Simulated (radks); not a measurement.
The numbers below are computed, except where a source is named.
Q: These are the eigenvalues of the occupied orbitals of an atom or ion with whole-number occupations (eV). Level of theory: Dirac Kohn-Sham, BP86, spin-unpolarised, spherical densities, finite nucleus; Fermi nuclear charge, rms radius of each element as measured or else 0.836 A^(1/3) + 0.57 fm (a radial shooting solver on a logarithmic mesh with Libxc functionals).

orbital  eigenvalue
1s1/2      -99.1242

Which element is it, and in what charge state? The configuration may be excited. Open shells, if any, fill j = l - 1/2 first.

A: Z = 3, lithium, charge +2: Li2+ in 1s1. The 1s level, -3.6427 hartree, gives Z - s = 2.7 by -(Z - s)^2/2, which with screening and relativity narrows Z to a few neighbours, and the depths must fix Z and the occupations together.
